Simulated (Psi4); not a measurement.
Dimer: CO (SMILES [C-]#[O+]) (first 2 atoms) with C3H4 (SMILES C=C=C); geometry from B3LYP-D3(BJ)/def2-TZVP, rigid monomers moved along the line of their centres of mass till O2···H6 is 4.82 Å.
(charge 0, multiplicity 1):
```xyz
9

C      0.2437    -0.6347     0.3313
O      0.7489     0.3703     0.3772
C      0.0235     1.2278     5.9115
C     -0.6013     0.0886     5.8865
C     -1.2236    -1.0524     5.8445
H      0.4384     1.6578     5.0067
H      0.1496     1.7830     6.8337
H     -2.2920    -1.1053     5.6697
H     -0.6943    -1.9881     5.9825
```

Method: SAPT0/jun-cc-pV(D+d)Z run with Psi4 1.11.

Q: Give the four SAPT terms and the total, and say what mostly holds the pair together.

A: electrostatics -0.3, exchange 0.0, induction 0.0, dispersion -0.3, total -0.6 kJ/mol; the largest attraction is electrostatics.
